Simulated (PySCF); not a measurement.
# Electronic structure of He⁺ (helium, charge +1) at the TPSS level

Configuration: 2p1, 2P determinant (an excited configuration). Calculation: PySCF 2.14, in x2c-QZVPPall with one added diffuse shell each of s, p, d type (5s4p3d1f, 39 functions); the spin-free X2C one-electron Hamiltonian (Gaussian nucleus).

* Total energy: -0.5145 hartree
* One-electron energy: -0.4880 hartree
* Hartree (Coulomb) energy: 0.2196 hartree
* Exchange-correlation energy: -0.2461 hartree
* ⟨S²⟩: 0.7500
* ⟨L²⟩: 2.000
* Sum of ⟨r⟩: 2.213 bohr
* Sum of ⟨r²⟩: 5.630 bohr²
* Traceless quadrupole moment −½Σ⟨3z² − r²⟩ along its main axis: -2.25 e·bohr²
* Langevin diamagnetic susceptibility: -4.46 ×10⁻⁶ cm³/mol

| shell | electrons | mean orbital energy (hartree) | rms radius, mean of both spins (bohr) |
| --- | --- | --- | --- |
| 2p α | 1 | -0.36947 | 2.37 |

For one electron the Hartree and exchange-correlation energies should cancel; what remains is the self-interaction error. The outer electron is Rydberg-like, and this basis confines it to a smaller radius and binds it less than a complete one would.
